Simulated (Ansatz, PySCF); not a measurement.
Gas-phase reaction (SMILES): CO[Si](N)(N)N + O (H2O) → N[Si](N)(N)O + CO (CH4O) [methanol]; water cleaves one Si-O bond, a model of a ligand-exchange step.

Structures are relaxed separately at B3LYP-D3(BJ)/def2-TZVP in Ansatz (a quantum-chemistry and plane-wave program), one conformer each, not searched for the lowest. Cores are frozen in the correlated levels unless marked. No spin-orbit coupling. No relativistic terms. CBS(X,Y): correlation extrapolated as X^-3; Hartree-Fock from the larger set. The bracket is a focal-point correction in the basis named. Thermal terms are rigid-rotor harmonic-oscillator values from B3LYP-D3(BJ) frequencies (Ansatz or PySCF) at 298.15 K and 1 atm. 1 Eh = 627.5095 kcal/mol.

```tsv
species	E, RI-MP2/CBS(cc-pV(T+d)Z,cc-pV(Q+d)Z)+[CCSD(T)-MP2]/cc-pV(T+d)Z (Ansatz) (Eh)	E, PBE0-D4/def2-TZVPD (Ansatz + dftd4) (Eh)	H - E (Eh)	G - E (Eh)
CO[Si](N)(N)N	-571.97813	-572.34539	0.13270	0.08811
O (H2O)	-76.37659	-76.38102	0.02495	0.00353
N[Si](N)(N)O	-532.73985	-533.08524	0.10285	0.06339
CO (CH4O)	-115.61425	-115.64059	0.05533	0.02827
```

**Question.** Work out ΔE and ΔH, ΔG, ΔS and the equilibrium constant at 298.15 K at the first level, then ΔH at the second.

**Answer.** 
1. ΔE = [(-532.73985) + (-115.61425)] - [(-571.97813) + (-76.37659)] = 0.00062 Eh = 0.4 kcal/mol at RI-MP2/CBS(cc-pV(T+d)Z,cc-pV(Q+d)Z)+[CCSD(T)-MP2]/cc-pV(T+d)Z.
2. The terms H - E add up to 0.00053 Eh, so ΔH = (0.00062 + (0.00053))×627.5095 = 0.7 kcal/mol.
3. The terms G - E add up to 0.00002 Eh, so ΔG = 0.4 kcal/mol, and ΔS = (0.00053 - (0.00002))×627509.5/298.15 = 1.1 cal/(mol K).
4. log10 K = -ΔG/(RT ln 10) = -0.3, with RT ln 10 = 1.3642 kcal/mol.
5. At PBE0-D4/def2-TZVPD the same steps give ΔE = 0.4 and ΔH = 0.7 kcal/mol, a shift of +0.0 from the first level.
6. With ΔG under 1 kcal/mol in size, these levels don't settle on which side the equilibrium lies.
7. These values are not checked against measurement here, since the tables used lack a sound gas-phase enthalpy of formation for at least one species.
